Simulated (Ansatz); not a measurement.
`[SH2+][GaH3-]`, relaxed with RKS PBE0-D4/def2-TZVP in Ansatz from a PBE-D4/def2-SVP geometry. The force threshold is 0.005 eV/Å; the program also tests the step.

The species carries charge 0 and has multiplicity 1.

Start:

```xyz
7

S    -1.491   -0.242   -0.323
Ga    1.040   -0.244    0.413
H    -1.303    0.217   -1.592
H    -1.804    1.004    0.134
H     0.728   -0.401    1.959
H     1.422   -1.526   -0.436
H     1.409    1.192   -0.154
```

| step | energy (eV) | largest force (eV/Å) | largest move (Å) |
| --- | --- | --- | --- |
| 1 | -63283.9869 | 0.630 | 0.000 |
| 2 | -63283.9994 | 0.241 | 0.027 |
| 3 | -63284.0004 | 0.047 | 0.020 |
| 4 | -63284.0010 | 0.007 | 0.013 |
| 5 | -63284.0010 | 0.002 | 0.005 |

End:

```xyz
7

S    -1.472   -0.234   -0.318
Ga    1.024   -0.239    0.406
H    -1.292    0.205   -1.575
H    -1.785    0.992    0.132
H     0.716   -0.398    1.942
H     1.406   -1.512   -0.437
H     1.402    1.186   -0.151
```

It took 11 s on 2 threads of a server CPU on a shared host, with 0.25 GiB of host memory at the peak.
